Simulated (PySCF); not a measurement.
PySCF input file for CH12OSi4, SMILES O[Si@H](C[SiH3])[SiH2][SiH3], PBE-D3(BJ)/def2-SVP. The structure is a stationary point at PBE-D3(BJ)/def2-SVP. The structure was generated by enumeration; whether it is a known compound was not checked. Other conformers were not sampled.

```python
import numpy as np
from pyscf import gto, scf, dft, df
from pyscf.hessian import thermo

mol = gto.M(
    atom='''
    O    -1.12572521   -1.29264266   -1.97995915
    Si   -0.05257932   -1.21999856   -0.67407440
    C    -0.97063615   -1.07697710    0.97712435
    Si   -2.27906722    0.29354484    1.01433932
    Si    1.26067448    0.70369886   -1.01365332
    Si    2.17018248    1.33548685    1.06325101
    H    -1.68689137   -2.08788326   -2.00933327
    H     0.83404551   -2.44573883   -0.62950838
    H    -0.21960472   -0.87845661    1.77430747
    H    -1.45056575   -2.04734856    1.23184218
    H    -2.79499888    0.50684841    2.41301605
    H    -1.68424932    1.58680353    0.52425560
    H    -3.44100831   -0.06454932    0.12920221
    H     2.37601868    0.43168745   -1.99057540
    H     0.42075101    1.83410041   -1.54883871
    H     3.09893431    2.51474946    0.94988028
    H     1.05539465    1.69327412    2.01278283
    H     2.93284654    0.18126959    1.66181944
    ''',
    basis='def2-SVP',
    charge=0,
    spin=0,
    max_memory=1600,
    verbose=3,
)
mf = dft.RKS(mol, xc='pbe').density_fit(auxbasis='def2-universal-jkfit')
mf.disp = 'd3bj'
mf.grids.level = 3
mf.conv_tol = 1e-11
mf.max_cycle = 100
mf.kernel()

# [left out here: the lines that compute and print the analytic Hessian (its translational invariance restored by hand, since the grid's response is missing), thermochemistry and intensities]
```

Log of the run:

```
converged SCF energy = -1277.35827449616

WARN: DFTD3 does not support analytical Hessian, using finite difference


WARN: Mole.unit (angstrom) is changed to Bohr

Mode                                 0                   1                   2
Irrep
Freq [cm^-1]                       30.2790             41.6668             68.4764
Reduced mass [au]                   3.3695              3.3731              2.5344
Force const [Dyne/A]                0.0018              0.0035              0.0070
Char temp [K]                      43.5647             59.9493             98.5223
Normal mode                   x     y     z       x     y     z       x     y     z
       0   O                 0.05 -0.06 -0.00    0.05 -0.09 -0.05    0.01  0.06 -0.04
       1  Si                 0.01  0.02  0.03    0.00 -0.02 -0.02   -0.03 -0.03 -0.00
       2   C                -0.04  0.01  0.00   -0.03 -0.03 -0.03   -0.07 -0.06 -0.02
       3  Si                -0.06 -0.00 -0.02    0.08  0.07  0.04   -0.01 -0.01  0.02
       4  Si                -0.05  0.05  0.02   -0.05  0.02  0.01    0.02 -0.05  0.04
       5  Si                 0.10 -0.03 -0.02   -0.05 -0.01  0.01    0.04  0.08 -0.02
       6   H                 0.09 -0.09 -0.01    0.11 -0.13 -0.08   -0.01  0.07 -0.10
       7   H                 0.06  0.05  0.09    0.04  0.01  0.03   -0.08 -0.07 -0.02
       8   H                -0.07  0.02  0.02   -0.02 -0.13 -0.02   -0.08 -0.13  0.01
       9   H                -0.04  0.01 -0.02   -0.11 -0.01 -0.09   -0.11 -0.05 -0.08
      10   H                -0.17 -0.10 -0.04    0.04 -0.01  0.04   -0.07 -0.09  0.01
      11   H                -0.04  0.03  0.11    0.20  0.07  0.18    0.07  0.00  0.14
      12   H                 0.01  0.04 -0.13    0.08  0.24 -0.04    0.02  0.11 -0.06
      13   H                -0.12  0.10 -0.07   -0.05  0.06 -0.00    0.02 -0.08  0.04
      14   H                -0.10  0.06  0.12   -0.08  0.01  0.03    0.02 -0.08 -0.01
      15   H                 0.06 -0.00 -0.04   -0.10  0.04  0.04   -0.16  0.23 -0.10
      16   H                 0.16 -0.10  0.08   -0.04 -0.09  0.05    0.05 -0.08  0.05
      17   H                 0.17 -0.04 -0.14    0.02  0.01 -0.04    0.27  0.22 -0.05
Mode                                 3                   4                   5
Irrep
Freq [cm^-1]                       93.5983            115.1896            124.3898
Reduced mass [au]                   1.6085              1.9541              1.2592
Force const [Dyne/A]                0.0083              0.0153              0.0115
Char temp [K]                     134.6671            165.7322            178.9692
Normal mode                   x     y     z       x     y     z       x     y     z
       0   O                -0.05  0.02  0.05   -0.04  0.03  0.03    0.03 -0.02 -0.05
       1  Si                 0.01 -0.02  0.01   -0.01 -0.03  0.01   -0.02 -0.01 -0.01
       2   C                 0.03 -0.01  0.02   -0.00 -0.06  0.01   -0.03 -0.02 -0.02
       3  Si                 0.05  0.01 -0.07    0.05 -0.01 -0.06   -0.00  0.01  0.01
       4  Si                -0.04  0.02  0.02   -0.05  0.01  0.04   -0.02  0.00  0.04
       5  Si                -0.00 -0.02  0.01    0.03  0.03  0.00    0.04  0.02  0.01
       6   H                -0.10  0.05  0.09   -0.08  0.05  0.04    0.16 -0.11 -0.17
       7   H                -0.00 -0.02 -0.05    0.00 -0.02 -0.06   -0.01 -0.01 -0.01
       8   H                 0.03  0.02  0.02   -0.01 -0.09  0.03   -0.01 -0.02 -0.04
       9   H                 0.03  0.00  0.05   -0.04 -0.05 -0.01   -0.04 -0.01 -0.00
      10   H                 0.11  0.18 -0.07   -0.06 -0.01 -0.10    0.36  0.32  0.10
      11   H                 0.03 -0.05 -0.25    0.17 -0.03  0.02   -0.12 -0.10 -0.41
      12   H                 0.00 -0.09  0.02    0.12  0.07 -0.18   -0.23 -0.17  0.38
      13   H                -0.05  0.08 -0.01   -0.08  0.05  0.00   -0.04  0.01  0.02
      14   H                -0.08  0.00  0.07   -0.09  0.00  0.07   -0.02  0.01  0.05
      15   H                -0.28  0.21  0.06    0.29 -0.18 -0.11    0.11 -0.05 -0.06
      16   H                 0.01 -0.37  0.16    0.09  0.37 -0.05    0.07  0.14  0.00
      17   H                 0.31  0.09 -0.18   -0.23 -0.07  0.14   -0.03 -0.00  0.05
Mode                                 6                   7                   8
Irrep
Freq [cm^-1]                      169.9367            186.0924            198.3415
Reduced mass [au]                   3.3267              1.5847              1.8285
Force const [Dyne/A]                0.0566              0.0323              0.0424
Char temp [K]                     244.5011            267.7456            285.3692
Normal mode                   x     y     z       x     y     z       x     y     z
       0   O                -0.11 -0.10 -0.00   -0.03 -0.09  0.02   -0.05 -0.00  0.07
       1  Si                -0.04  0.00 -0.07    0.01  0.02 -0.02   -0.01  0.06  0.03
[...]
       3  Si                -0.00 -0.00  0.00    0.01 -0.02 -0.01    0.01  0.00 -0.02
       4  Si                -0.02  0.02  0.00   -0.01  0.01  0.00    0.02 -0.01 -0.00
       5  Si                 0.02 -0.02 -0.00   -0.01  0.01  0.00    0.02 -0.01 -0.00
       6   H                 0.00 -0.00  0.00   -0.00 -0.00  0.00    0.00 -0.00 -0.00
       7   H                 0.02 -0.02 -0.00    0.04 -0.05 -0.00   -0.02  0.03 -0.00
       8   H                 0.00 -0.00 -0.00   -0.00 -0.00 -0.00    0.00 -0.00 -0.00
       9   H                 0.00 -0.00  0.00    0.00 -0.00 -0.00    0.00  0.00 -0.00
      10   H                 0.01 -0.00 -0.02   -0.23  0.09  0.64   -0.20  0.08  0.55
      11   H                 0.02  0.05 -0.02    0.20  0.43 -0.17   -0.06 -0.14  0.04
      12   H                -0.02 -0.01 -0.01   -0.14 -0.05 -0.11   -0.09 -0.03 -0.08
      13   H                 0.25 -0.06 -0.23    0.18 -0.04 -0.16   -0.24  0.06  0.22
      14   H                 0.32 -0.43  0.21    0.12 -0.16  0.08   -0.23  0.31 -0.15
      15   H                 0.01 -0.01 -0.00   -0.01 -0.01  0.00   -0.03 -0.05  0.00
      16   H                -0.33  0.10  0.29    0.13 -0.04 -0.12   -0.29  0.09  0.25
      17   H                -0.27  0.41 -0.22    0.13 -0.20  0.11   -0.18  0.28 -0.15
Mode                                42                  43                  44
Irrep
Freq [cm^-1]                     2163.8129           2165.8804           2173.0970
Reduced mass [au]                   1.0495              1.0460              1.0479
Force const [Dyne/A]                2.8951              2.8912              2.9156
Char temp [K]                    3113.2451           3116.2196           3126.6028
Normal mode                   x     y     z       x     y     z       x     y     z
       0   O                -0.00 -0.00 -0.00    0.00 -0.00  0.00    0.00 -0.00  0.00
       1  Si                 0.00  0.00  0.00   -0.00  0.00 -0.00    0.00 -0.00 -0.00
       2   C                -0.00 -0.00 -0.00    0.00 -0.00 -0.00   -0.00 -0.00 -0.00
       3  Si                -0.00 -0.00 -0.00    0.01  0.02 -0.03   -0.03 -0.02 -0.02
       4  Si                -0.00 -0.00  0.00   -0.01  0.01  0.00    0.00 -0.00 -0.00
       5  Si                -0.02 -0.03  0.01   -0.01  0.01  0.00    0.00 -0.00 -0.00
       6   H                -0.00 -0.00  0.00   -0.00  0.00 -0.00   -0.00  0.00  0.00
       7   H                 0.00 -0.00 -0.00    0.01 -0.02  0.00   -0.01  0.01  0.00
       8   H                 0.00  0.00 -0.00   -0.00  0.00 -0.00   -0.01  0.00 -0.00
       9   H                -0.00  0.00 -0.00   -0.00  0.01 -0.00   -0.00 -0.00  0.00
      10   H                -0.02  0.01  0.06   -0.12  0.06  0.34   -0.05  0.01  0.09
      11   H                 0.01  0.01 -0.01   -0.30 -0.66  0.24    0.11  0.25 -0.11
      12   H                 0.04  0.01  0.03    0.21  0.07  0.14    0.71  0.22  0.54
      13   H                 0.06 -0.01 -0.05    0.12 -0.03 -0.11   -0.04  0.01  0.04
      14   H                -0.06  0.09 -0.04    0.16 -0.22  0.10   -0.03  0.04 -0.02
      15   H                 0.55  0.70 -0.07   -0.00  0.00  0.00   -0.03 -0.04  0.00
      16   H                 0.17 -0.07 -0.15    0.13 -0.04 -0.11   -0.06  0.02  0.05
      17   H                -0.15  0.20 -0.11    0.08 -0.13  0.07   -0.02  0.02 -0.01
Mode                                45                  46                  47
Irrep
Freq [cm^-1]                     2973.7395           3035.9942           3744.9632
Reduced mass [au]                   1.0604              1.1016              1.0666
Force const [Dyne/A]                5.5247              5.9824              8.8137
Char temp [K]                    4278.5491           4368.1198           5388.1683
Normal mode                   x     y     z       x     y     z       x     y     z
       0   O                -0.00 -0.00  0.00   -0.00 -0.00 -0.00   -0.04 -0.05 -0.00
       1  Si                 0.00 -0.00 -0.00    0.00  0.00  0.00    0.00 -0.00  0.00
       2   C                 0.02 -0.04  0.05    0.06  0.06  0.02    0.00  0.00  0.00
       3  Si                -0.00  0.00  0.00    0.00  0.00  0.00    0.00 -0.00 -0.00
       4  Si                -0.00  0.00  0.00   -0.00 -0.00  0.00   -0.00  0.00 -0.00
       5  Si                -0.00  0.00 -0.00   -0.00 -0.00 -0.00   -0.00 -0.00  0.00
       6   H                 0.00  0.00  0.00   -0.00 -0.00 -0.00    0.56  0.78  0.05
       7   H                -0.00  0.00  0.00   -0.00 -0.00  0.00    0.00  0.00  0.00
       8   H                -0.49 -0.14 -0.51   -0.43 -0.11 -0.46   -0.00 -0.00  0.00
       9   H                 0.29  0.57 -0.13   -0.30 -0.61  0.17   -0.00 -0.00 -0.00
      10   H                 0.00 -0.00 -0.00   -0.00 -0.00 -0.00   -0.00  0.00  0.00
      11   H                 0.00  0.00 -0.00   -0.00 -0.00  0.00   -0.00  0.00  0.00
      12   H                -0.00 -0.00 -0.00   -0.00 -0.00 -0.00   -0.00  0.00  0.00
      13   H                -0.00 -0.00 -0.00   -0.00  0.00 -0.00    0.00  0.00  0.00
      14   H                 0.00  0.00 -0.00    0.00  0.00 -0.00    0.00  0.00  0.00
      15   H                 0.00  0.00  0.00    0.00  0.00  0.00    0.00  0.00 -0.00
      16   H                 0.00  0.00 -0.00    0.00  0.00 -0.00    0.00  0.00 -0.00
      17   H                 0.00 -0.00  0.00    0.00 -0.00  0.00    0.00  0.00 -0.00
temperature 298.1500 [K]
pressure 101325.00 [Pa]
Rotational constants [GHz] 1.58644 0.93479 0.69338
Symmetry number 1
Zero-point energy (ZPE) 0.11329 [Eh]   297444.803 [J/mol]
                           tot       elec      trans        rot        vib
Entropy [J/mol/K]       476.967      0.000    171.439    126.046    179.482
Cv [J/mol/K]            192.724      0.000     12.472     12.472    167.780
Cp [J/mol/K]            201.038      0.000     20.786     12.472    167.780
Internal energy [J/mol]                      3718.434   3718.434 324142.762
Internal energy [Eh]   -1277.23198  -1277.35827
Enthalpy [J/mol]                             6197.391   3718.434 324142.762
Enthalpy [Eh]          -1277.23104
Gibbs free energy [J/mol]                  -44917.041 -33862.259 270630.237
Gibbs free energy [Eh] -1277.28520
mode   freq/cm-1   IR/(km/mol)
   1       30.28         0.014
   2       41.67         0.506
   3       68.48         0.788
   4       93.60         0.156
   5      115.19         0.607
   6      124.39         3.176
   7      169.94        10.358
   8      186.09        51.004
   9      198.34        26.816
  10      282.47        36.147
  11      339.05         3.052
  12      380.36         0.502
  13      437.27         0.291
  14      469.66         2.702
  15      480.86        29.926
  16      496.71        15.862
  17      540.88         9.516
  18      618.51        73.077
  19      646.05       129.794
  20      663.28        28.998
  21      694.01         4.041
  22      732.13        62.019
  23      747.11       114.600
  24      792.14        51.375
  25      803.07       155.636
  26      837.33       253.483
  27      870.82        43.534
  28      887.99        94.889
  29      900.98       109.358
  30      903.91        27.894
  31      908.56        71.607
  32      911.91        48.061
  33      916.59        28.416
  34      974.64         7.421
  35     1026.03        39.198
  36     1324.25        12.774
  37     2106.31       140.513
  38     2140.68        80.652
  39     2143.58        14.105
  40     2150.53         0.883
  41     2157.03        14.912
  42     2158.73       233.186
  43     2163.81       100.951
  44     2165.88        97.467
  45     2173.10        84.740
  46     2973.74         0.803
  47     3035.99         1.430
  48     3744.96        60.094
max |gradient| / (hartree/bohr): 4.859179861276333e-05
APT charges: [-0.7933  1.2153 -0.6271  0.9598  0.3877  0.6253  0.2651 -0.3123  0.028
  0.0082 -0.2458 -0.2251 -0.23   -0.2084 -0.2026 -0.2182 -0.2143 -0.2122]
```

The calculation finished and met its thresholds.

Cost: around 11 core-minutes (rough).
